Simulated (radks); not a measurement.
Trend from Mg to Ar: ionisation energy by Delta-SCF between NIST ground configurations, and size. Calculated with a radial shooting solver on a logarithmic mesh with Libxc functionals: non-relativistic Kohn-Sham, r2SCAN, spin-polarised, spherical densities, point nucleus; open shells are filled with parallel spins first; meta-GGA in the generalised Kohn-Sham scheme.

species  configuration  configuration of the ion  IE (eV)  NIST (eV)  kind  -e(HOMO) (eV)  outermost  <r> outermost (bohr)  r at 0.001 e/bohr^3 (bohr)
Mg            [Ne] 3s2                  [Ne] 3s1    7.369      7.646  exp.     4.811 (3s)         3s                  3.18                        4.55
Al        [Ne] 3s2 3p1                  [Ne] 3s2    5.908      5.986  exp.     3.065 (3p)         3p                  3.37                        4.57
Si        [Ne] 3s2 3p2              [Ne] 3s2 3p1    8.423      8.152  exp.     4.846 (3p)         3p                  2.72                        4.42
P         [Ne] 3s2 3p3              [Ne] 3s2 3p2   10.915     10.487  exp.     6.696 (3p)         3p                  2.31                        4.21
S         [Ne] 3s2 3p4              [Ne] 3s2 3p3    9.953     10.360  exp.     5.888 (3p)         3p                  2.12                        4.05
Cl        [Ne] 3s2 3p5              [Ne] 3s2 3p4   13.116     12.968  exp.     8.302 (3p)         3p                  1.86                        3.88
Ar                [Ar]              [Ne] 3s2 3p5   16.171     15.760  exp.    10.727 (3p)         3p                  1.66                        3.72

Reference values: NIST Atomic Spectra Database (exp. = measured, semi-emp. = semi-empirical, theory = theoretical value adopted there). Open shells are spherical and high-spin; term and fine-structure splittings are not resolved.
